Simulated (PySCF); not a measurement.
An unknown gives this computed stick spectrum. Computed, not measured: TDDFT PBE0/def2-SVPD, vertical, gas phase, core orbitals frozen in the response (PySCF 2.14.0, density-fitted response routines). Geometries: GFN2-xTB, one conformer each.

| state | E (eV) | λ (nm) | f |
| --- | --- | --- | --- |
| S1 | 3.49 | 355.1 | 0.0000 |
| S2 | 3.74 | 331.2 | 0.056 |
| S3 | 3.77 | 329.0 | 0.0000 |
| S4 | 4.48 | 276.7 | 0.051 |
| S5 | 5.46 | 227.2 | 0.397 |
| S6 | 5.63 | 220.2 | 0.0001 |

Problem. Which structure fits? All have the formula C7H4ClFO.
A. `O=C(Cl)c1ccc(F)cc1`
B. `O=C(Cl)c1cccc(F)c1`
C. `c1(Cl)c(cccc(c1)=O)F`

Solution. C. Its S1, at 3.49 eV, is the lowest among the candidates; the nearest of the others has S1 at 4.43 eV. S1 is HOMO-1→LUMO (95%). Löwdin shares by element: HOMO carbon 39% or more, oxygen 22% (atoms not listed hold the other 40%); LUMO carbon 63% or more (atoms not listed hold the other 37%). At the same level the other candidates give, for their lowest levels:
- `O=C(Cl)c1ccc(F)cc1`: 4.53 eV (f 0.000); 4.97 eV (f 0.008); 5.15 eV (f 0.315); 5.73 eV (f 0.000); 6.06 eV (f 0.001); T1 3.59 eV; HOMO -8.09, LUMO -2.36 eV
- `O=C(Cl)c1cccc(F)c1`: 4.43 eV (f 0.000); 4.56 eV (f 0.044); 5.25 eV (f 0.246); 5.63 eV (f 0.000); 6.00 eV (f 0.011); T1 3.51 eV; HOMO -7.97, LUMO -2.53 eV
Triplets come from the Tamm–Dancoff approximation.
